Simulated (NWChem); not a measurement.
System: C2H3Cl3; SMILES ClC(Cl)(C)Cl

Input file for NWChem:

```
start job
memory heap 200 mb stack 900 mb global 1100 mb
geometry units angstroms
  C      0.000000     0.000000     1.765938
  C      0.000000     0.000000     0.256078
  Cl    -1.442823     0.851200    -0.354207
  Cl    -0.015749    -1.675121    -0.354207
  Cl     1.458572     0.823921    -0.354207
  H      0.009625     1.035951     2.131517
  H      0.892347    -0.526311     2.131517
  H     -0.901972    -0.509640     2.131517
end
basis spherical
  * library def2-svp
end
dft
  xc slater vwn_5
  iterations 150
end
driver
  maxiter 120
end
task dft optimize
task dft freq
```

The level has its own optimisation; frequencies are unscaled.

Task: Predict the main results of this run. (LDA (Slater exchange, VWN5)/def2-SVP.) Quantities: r C–C (Å); r C–H (Å); r C–Cl (Å); highest harmonic frequency (cm⁻¹); lowest (cm⁻¹); zero-point energy (kcal/mol); dipole (D).

Result: 
```yaml
r C–C (Å): 1.498
r C–H (Å): 1.109
r C–Cl (Å): 1.778
highest harmonic frequency (cm⁻¹): 3097
lowest (cm⁻¹): 234
zero-point energy (kcal/mol): 28.8
dipole (D): 1.60
```
